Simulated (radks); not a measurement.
Values are calculated unless marked as measured or tabulated.
These are the eigenvalues of the occupied orbitals of an atom or ion with whole-number occupations (eV). Code: a radial shooting solver on a logarithmic mesh with Libxc functionals. Model: scalar-relativistic Kohn-Sham, BP86, spin-polarised, spherical densities, finite nucleus; Fermi nuclear charge, rms radius of each element as measured or else 0.836 A^(1/3) + 0.57 fm.

| orbital | eigenvalue |
|---|---|
| 1s up | -48386.93 |
| 1s down | -48386.83 |
| 2s up | -7959.466 |
| 2s down | -7959.331 |
| 2p up | -7094.199 |
| 2p down | -7094.083 |
| 3s up | -1765.056 |
| 3s down | -1762.666 |
| 3p up | -1495.682 |
| 3p down | -1493.302 |
| 3d up | -1135.044 |
| 3d down | -1133.186 |
| 4s up | -365.8969 |
| 4s down | -360.1022 |
| 4p up | -277.3320 |
| 4p down | -271.5383 |
| 4d up | -153.9039 |
| 4d down | -148.0714 |
| 5s up | -62.8779 |
| 5p up | -41.2429 |
| 5p down | -37.5712 |
| 4f up | -21.5257 |
| 5d up | -15.9847 |

Which element is it, and in what charge state? The configuration may be excited. Open shells, if any, are filled with parallel spins first.

Answer. Z = 63, europium, charge +2: Eu2+ in [Kr] 4d10 4f7 5s1 5p6 5d1. The list shows which subshells hold electrons but not how many an open one holds; the 1s level, -1778.2 hartree, gives Z - s = 59.6 by -(Z - s)^2/2, which with screening and relativity narrows Z to a few neighbours, and the depths of the outer levels then fix element, charge and occupations together.
